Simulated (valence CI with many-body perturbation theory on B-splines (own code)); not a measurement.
## Yb LXV: E2, E3, M1, M2 decay

Level of theory: configuration interaction combined with many-body perturbation theory (CI+MBPT): four valence electrons over a frozen Dirac-Fock core [He], radial functions for each j: 11 s, 11 p, 9 d, 7 f, 5 g, 2 h, 1 i, with the one-electron correlation potential Σ1, the two-electron term Σ2, the three-electron term Σ3, Breit, model QED; selected CI, second order for the rest (own B-spline code, finite nucleus).

No measured spectrum was set against this ion. As an estimate, large intervals hold to a few tenths of a per cent, small ones and those within an open d or f shell to about a per cent. Among the levels kept, up to 300 cm⁻¹ of a level comes from second order outside the variational space, and about a tenth of that is noise between levels of different J, which matters for small intervals.

Lines 1 to 50 of 55 in falling wavelength, among levels below 816.33 Ry, chosen from the decays that carry over 1 % of a level's rate. Wavelengths and rates use the calculated energies. Electric multipoles are in the length gauge, E1 and E2 with the static RPA response of the core. Weak lines are less certain than strong ones. Lines between different terms over intervals too small for the method are left out, as are lines whose strength nearly cancels. The highest levels of a list are the least certain.

Levels are named by their leading jj configuration (3d3/2^4 stands for four electrons in 3d with j = 3/2), which in mixed levels can hold well under half, so a name can repeat and another be missing. Letters in brackets count levels of one name in rising energy.

```csv
λ vac (nm),Upper,Lower,Type,A (s⁻¹),Branch %
1.136,(2s^2 2p1/2 2p3/2) J=1,(2s^2 2p1/2^2) J=0,M1,8.07e+09,100.0
1.118,(2s^2 2p1/2 2p3/2) J=2,(2s^2 2p1/2^2) J=0,E2,3.33e+07,100.0
1.115,(2s^2 2p3/2^2) J=2,(2s^2 2p1/2 2p3/2) J=2,M1,6.35e+09,18.0
1.115,(2s^2 2p3/2 3d5/2) J=4,(2s^2 2p1/2 3d5/2) J=3,M1,6.26e+09,3.1
1.097,(2s^2 2p3/2^2) J=2,(2s^2 2p1/2 2p3/2) J=1,M1,6.34e+09,18.0
1.043,(2s^2 2p3/2^2) J=0,(2s^2 2p1/2 2p3/2) J=1,M1,1.43e+10,35.5
0.1533,(2s^2 2p3/2 3p1/2) J=2,(2s^2 2p3/2^2) J=0,E2,3.92e+11,7.4
0.1529,(2s^2 2p1/2 3p1/2) J=1,(2s^2 2p1/2 2p3/2) J=2,E2,1.05e+12,40.6
0.1529,(2s^2 2p1/2 3p1/2) J=1,(2s^2 2p1/2 2p3/2) J=2,M1,2.59e+10,1.0
0.1529,(2s 2p1/2^2 3p1/2) J=0,(2s 2p1/2^2 2p3/2) J=2,E2,2.07e+12,41.9
0.1526,(2s^2 2p1/2 3p1/2) J=1,(2s^2 2p1/2 2p3/2) J=1,E2,1.04e+12,40.5
0.1522,(2s^2 2p3/2 3p1/2) J=1,(2s^2 2p3/2^2) J=2,E2,1.07e+12,16.6
0.1522,(2s^2 2p3/2 3p1/2) J=2,(2s^2 2p3/2^2) J=2,E2,1.46e+12,27.5
0.1521,(2s^2 2p1/2 3p1/2) J=0,(2s^2 2p1/2 2p3/2) J=2,E2,2.05e+12,39.3
0.1498,(2s^2 2p3/2 3d5/2) J=4,(2s 2p1/2 2p3/2^2) J=2 [b],E2,3.09e+09,1.5
0.1488,(2s 2p1/2 2p3/2 3p3/2) J=4,(2s 2p1/2 2p3/2^2) J=2 [b],E2,7.20e+10,2.7
0.1482,(2s^2 2p3/2 3d5/2) J=4,(2s 2p1/2 2p3/2^2) J=3,E2,2.04e+10,10.2
0.1482,(2s 2p1/2^2 3p3/2) J=2,(2s 2p1/2^2 2p3/2) J=1,E2,2.61e+11,1.0
0.1472,(2s 2p1/2 2p3/2 3p3/2) J=4,(2s 2p1/2 2p3/2^2) J=3,E2,6.27e+11,23.5
0.1472,(2s 2p1/2 2p3/2 3p3/2) J=0 [b],(2s 2p1/2 2p3/2^2) J=2 [b],E2,1.13e+12,7.6
0.1471,(2s^2 2p3/2 3p3/2) J=2,(2s^2 2p3/2^2) J=0,E2,4.21e+11,4.0
0.1470,(2s 2p1/2 2p3/2 3p3/2) J=1 [d],(2s 2p1/2 2p3/2^2) J=2 [b],E2,6.46e+11,2.1
0.1468,(2s 2p1/2 2p3/2 3p3/2) J=1 [d],(2s 2p1/2 2p3/2^2) J=1 [a],E2,5.64e+11,1.8
0.1468,(2s 2p1/2^2 3p3/2) J=2,(2s 2p1/2^2 2p3/2) J=2,E2,7.11e+11,2.7
0.1467,(2s^2 2p1/2 3p3/2) J=2,(2s^2 2p1/2 2p3/2) J=2,E2,7.16e+11,18.6
0.1467,(2s^2 2p1/2 3p3/2) J=1,(2s^2 2p1/2 2p3/2) J=2,E2,5.18e+11,12.7
0.1466,(2s^2 2p3/2 3p3/2) J=3,(2s^2 2p3/2^2) J=2,E2,8.07e+11,9.2
0.1466,(2s^2 2p3/2 3p3/2) J=1,(2s^2 2p3/2^2) J=2,E2,8.12e+11,5.8
0.1465,(2s 2p1/2 2p3/2 3p3/2) J=4,(2s 2p1/2 2p3/2^2) J=2 [a],E2,4.06e+10,1.5
0.1464,(2s^2 2p1/2 3p3/2) J=2,(2s^2 2p1/2 2p3/2) J=1,E2,3.14e+11,8.2
0.1464,(2s^2 2p1/2 3p3/2) J=1,(2s^2 2p1/2 2p3/2) J=1,E2,5.12e+11,12.5
0.1457,(2s^2 2p3/2 3p3/2) J=0,(2s^2 2p3/2^2) J=2,E2,2.11e+12,17.2
0.1455,(2s 2p1/2 2p3/2 3p3/2) J=1 [d],(2s 2p1/2 2p3/2^2) J=3,E2,3.77e+11,1.2
0.1449,(2s 2p1/2 2p3/2 3p3/2) J=0 [b],(2s 2p1/2 2p3/2^2) J=2 [a],E2,2.84e+11,1.9
0.1445,(2s 2p1/2 2p3/2 3d5/2) J=5,(2s 2p1/2 2p3/2^2) J=3,M2,5.01e+10,49.7
0.1445,(2s 2p1/2 2p3/2 3d5/2) J=5,(2s 2p1/2 2p3/2^2) J=3,E3,2.73e+09,2.7
0.1439,(2s^2 2p3/2 3d5/2) J=4,(2s^2 2p3/2^2) J=2,M2,4.78e+10,23.9
0.1439,(2s^2 2p3/2 3d5/2) J=4,(2s^2 2p3/2^2) J=2,E3,3.51e+09,1.8
0.1309,(2s^2 2p3/2 3d5/2) J=4,(2s 2p1/2^2 2p3/2) J=2,E2,5.26e+09,2.6
0.1301,(2s 2p1/2 2p3/2 3p3/2) J=4,(2s 2p1/2^2 2p3/2) J=2,E2,1.12e+12,42.1
0.1299,(2s 2p1/2 2p3/2 3p3/2) J=1 [d],(2s 2p1/2^2 2p3/2) J=1,E2,6.11e+11,2.0
0.1297,(2s^2 2p1/2 3p3/2) J=2,(2s^2 2p1/2^2) J=0,E2,1.01e+12,26.2
0.1296,(2s^2 2p3/2 3p3/2) J=3,(2s^2 2p1/2 2p3/2) J=2,E2,5.21e+11,6.0
0.1296,(2s^2 2p3/2 3p3/2) J=1,(2s^2 2p1/2 2p3/2) J=2,E2,1.08e+12,7.6
0.1293,(2s^2 2p3/2 3p3/2) J=3,(2s^2 2p1/2 2p3/2) J=1,E2,7.52e+11,8.6
0.1292,(2s^2 2p3/2 3p3/2) J=2,(2s^2 2p1/2 2p3/2) J=2,E2,8.75e+11,8.3
0.1289,(2s^2 2p3/2 3p3/2) J=2,(2s^2 2p1/2 2p3/2) J=1,E2,3.80e+11,3.6
0.1288,(2s^2 2p3/2 3p3/2) J=0,(2s^2 2p1/2 2p3/2) J=2,E2,1.23e+12,10.0
0.1280,(2s 2p1/2 2p3/2 3d5/2) J=5,(2s 2p1/2^2 2p3/2) J=2,E3,7.08e+09,7.0
0.1274,(2s^2 2p3/2 3d5/2) J=4,(2s^2 2p1/2 2p3/2) J=2,M2,2.70e+10,13.5
```
